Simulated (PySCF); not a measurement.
# What a mistake does to a calculation on CH4OSi

Calculated results; nothing here was measured. The program is PySCF 2.14.0, an open-source quantum chemistry code, run on an isolated molecule that a program drew, which may never have been made. The molecule is CH4OSi (charge 0, singlet), drawn as the SMILES string `C[SiH]=O`.

Each row is a Hartree-Fock (HF) and frozen-core CCSD(T) single point in the cc-pV(D+d)Z basis, meant for a local HF minimum. Run 1 is clean. Each other run has one planted mistake out of seven kinds, and not every kind appears here: one electron removed, one electron added, multiplicity raised by two, geometry at a saddle point, minimal basis STO-3G, one bond length entered in bohr, all coordinates scaled. The reference is restricted for singlets and unrestricted otherwise, and also for a bond in bohr. Adding or removing an electron swaps singlet and doublet. Electrons count all cores. HOMO and LUMO are orbital energies over both spins, the gradient is its largest component, and the lowest frequency (negative if imaginary) is given only where the gradient is small. Bond lengths are over the 6 bonds as drawn. T1 is the CCSD diagnostic: over 0.02 (restricted) or 0.045 (unrestricted) a single reference is doubtful.

Geometry of the clean run:
```xyz
7
CH4OSi, angstrom
C    -0.3958   -0.8229   -1.1598
Si   -1.0028   -0.7832    0.5905
O    -0.5176    0.1238    1.6803
H     0.3777   -0.0739   -1.3297
H     0.0052   -1.8152   -1.3905
H    -1.2292   -0.6459   -1.8471
H    -2.0635   -1.7889    0.8026
```

| run | electrons | basis functions | <S^2> | HOMO (eV) | LUMO (eV) | gradient (hartree/bohr) | lowest frequency (cm^-1) | mean bond (Å) | longest bond (Å) | T1 | HF (hartree) | CCSD(T) (hartree) | mistake |
|---|---|---|---|---|---|---|---|---|---|---|---|---|---|
| 1 | 32 | 71 | 0.000 | -11.51 | 2.25 | 2.0e-05 | 102 | 1.3514 | 1.853 | 0.0195 | -403.99865 | -404.46880 | no fault |
| 2 | 32 | 71 | 0.000 | -11.86 | 3.05 | 2.1e-01 | - | 1.2216 | 1.675 | 0.0149 | -403.91251 | -404.36362 | all coordinates scaled |
| 3 | 33 | 71 | 0.769 | 0.93 | 8.99 | 4.6e-02 | - | 1.3514 | 1.853 | 0.0169 | -403.93974 | -404.41629 | one electron added |
| 4 | 32 | 71 | 2.020 | -5.98 | 0.42 | 1.3e-01 | - | 1.3514 | 1.853 | 0.0274 | -403.87700 | -404.30273 | multiplicity raised by two |
| 5 | 31 | 71 | 0.760 | -19.42 | -6.34 | 1.2e-01 | - | 1.3514 | 1.853 | 0.0317 | -403.68261 | -404.09821 | ? |
| 6 | 32 | 23 | 0.000 | -7.88 | 7.64 | 3.5e-02 | - | 1.3514 | 1.853 | 0.0193 | -399.10671 | -399.31371 | ? |

**Which mistake was planted in run 5, and what did it cost?**

It counts 31 electrons, one fewer than the clean run, at the same geometry and basis. So the mistake is: one electron removed. Subtracting run 1 and multiplying by 627.51 kcal/mol a hartree, the energy moved by 198.3 kcal/mol in HF and 232.5 kcal/mol in CCSD(T).

**Which mistake was planted in run 6, and what did it cost?**

It has 23 basis functions where the clean run has 71, with the same electrons and geometry. So the mistake is: minimal basis STO-3G. Subtracting run 1 and multiplying by 627.51 kcal/mol a hartree, the energy moved by 3069.7 kcal/mol in HF and 3234.9 kcal/mol in CCSD(T).

Cautions from the logs. Run 3: the HOMO is above zero, so the electron isn't bound and the energy depends on the basis.
